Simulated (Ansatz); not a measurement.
SrF₂, SMILES [F][Sr][F].

The structure is a stationary point at B3LYP-D3(BJ)/def2-TZVP. The isomer is the one that the SMILES or the coordinates give; other isomers of the formula were not compared. The def2 effective core potentials stand for the cores of Sr; spin–orbit coupling is left out.

Two levels are set side by side: PBE/def2-TZVPD (Ansatz, an electronic-structure program) and PBE0/def2-TZVPD (Ansatz). Energy differences of separate SCF runs at the same geometry; the states with an electron removed or added have multiplicity 2 and 2. Differences are taken from unrounded values.

```csv
quantity,PBE0
vertical ionisation energy (eV),10.88
vertical electron affinity (eV),0.72
vertical singlet–triplet gap (eV),5.70
```

### Question
What does PBE give, and how far is it from PBE0? (The exact figures need the calculation; the answer reports its results.)

### Answer

```json
[
 {"quantity": "vertical ionisation energy (eV)", "PBE": "10.42", "PBE minus PBE0": "-0.46"},
 {"quantity": "vertical electron affinity (eV)", "PBE": "0.73", "PBE minus PBE0": "0.02"},
 {"quantity": "vertical singlet–triplet gap (eV)", "PBE": "5.17", "PBE minus PBE0": "-0.53"}
]
```
